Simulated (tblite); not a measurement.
Parent: `[CH3:1][Si@@H:2]([Cl:3])[CH2:4][C:5]#[N:6]` with C1–Si2–C4–C5 59°, C3H6ClNSi.

The geometries are computed with GFN2-xTB (gas phase). One conformer each, not checked by frequencies here.

| coordinate of the parent | value |
| --- | --- |
| C1–Si2 | 1.895 Å |
| Si2–Cl3 | 2.027 Å |
| Si2–C4 | 1.925 Å |
| C4–C5 | 1.429 Å |
| C5≡N6 | 1.144 Å |
| C1–Si2–Cl3 | 110.2° |
| C1–Si2–C4 | 109.0° |
| Cl3–Si2–C4 | 106.4° |
| Si2–C4–C5 | 111.1° |
| C4–C5–N6 | 178.7° |

How does the shared frame change in `[CH2:1]=[CH:2][CH2:3][Si@H:4]([Cl:5])[CH2:6][C:7]#[N:8]` with C1–C2–C3–Si4 99°, C2–C3–Si4–Cl5 60°, C3–Si4–C6–C7 -57°, C5H8ClNSi? Atoms pair as C1 = C3, Si2 = Si4, Cl3 = Cl5, C4 = C6, C5 = C7, N6 = N8 (parent first).

```csv
parent,relative,value in the relative,change
C1–Si2,C3–Si4,1.911 Å,+0.016
Si2–Cl3,Si4–Cl5,2.022 Å,-0.005
Si2–C4,Si4–C6,1.922 Å,-0.003
C4–C5,C6–C7,1.429 Å,0.000
C5≡N6,C7≡N8,1.144 Å,0.000
C1–Si2–Cl3,C3–Si4–Cl5,110.8°,+0.6
C1–Si2–C4,C3–Si4–C6,107.9°,-1.1
Cl3–Si2–C4,Cl5–Si4–C6,106.7°,+0.3
Si2–C4–C5,Si4–C6–C7,110.7°,-0.4
C4–C5–N6,C6–C7–N8,178.4°,-0.3
```

Of the parent's bonds, C1–Si2 changes most (+0.016 Å). Bonds of the relative outside the shared frame: C1=C2 1.321, C2–C3 1.496 Å. Point group C1 → C1.

How does the shared frame change in `[CH3:1][C:2]#[C:3][CH2:4][Si@@H:5]([Cl:6])[CH2:7][C:8]#[N:9]` with C3–C4–Si5–Cl6 -62°, C4–Si5–C7–C8 59°, C6H8ClNSi? Atoms pair as C1 = C4, Si2 = Si5, Cl3 = Cl6, C4 = C7, C5 = C8, N6 = N9 (parent first).

```tsv
parent	relative	value in the relative	change
C1–Si2	C4–Si5	1.911 Å	+0.016
Si2–Cl3	Si5–Cl6	2.022 Å	-0.005
Si2–C4	Si5–C7	1.922 Å	-0.003
C4–C5	C7–C8	1.429 Å	0.000
C5≡N6	C8≡N9	1.144 Å	0.000
C1–Si2–Cl3	C4–Si5–Cl6	110.7°	+0.5
C1–Si2–C4	C4–Si5–C7	107.8°	-1.2
Cl3–Si2–C4	Cl6–Si5–C7	106.7°	+0.3
Si2–C4–C5	Si5–C7–C8	110.8°	-0.3
C4–C5–N6	C7–C8–N9	178.4°	-0.3
```

Of the parent's bonds, C1–Si2 changes most (+0.016 Å). Bonds of the relative outside the shared frame: C1–C2 1.447, C2≡C3 1.199, C3–C4 1.450 Å. Point group C1 → C1.

How does the shared frame change in `[CH2:1]=[CH:2][CH2:3][CH2:4][Si@H:5]([Cl:6])[CH2:7][C:8]#[N:9]` with C1–C2–C3–C4 117°, C2–C3–C4–Si5 -177°, C3–C4–Si5–Cl6 58°, C4–Si5–C7–C8 -55°, C6H10ClNSi? Atoms pair as C1 = C4, Si2 = Si5, Cl3 = Cl6, C4 = C7, C5 = C8, N6 = N9 (parent first).

```tsv
parent	relative	value in the relative	change
C1–Si2	C4–Si5	1.903 Å	+0.008
Si2–Cl3	Si5–Cl6	2.025 Å	-0.002
Si2–C4	Si5–C7	1.925 Å	0.000
C4–C5	C7–C8	1.429 Å	0.000
C5≡N6	C8≡N9	1.144 Å	0.000
C1–Si2–Cl3	C4–Si5–Cl6	110.5°	+0.3
C1–Si2–C4	C4–Si5–C7	109.4°	+0.4
Cl3–Si2–C4	Cl6–Si5–C7	106.2°	-0.2
Si2–C4–C5	Si5–C7–C8	111.1°	0.0
C4–C5–N6	C7–C8–N9	178.6°	-0.1
```

Of the parent's bonds, C1–Si2 changes most (+0.008 Å). Bonds of the relative outside the shared frame: C1=C2 1.319, C2–C3 1.496, C3–C4 1.537 Å. Point group C1 → C1.
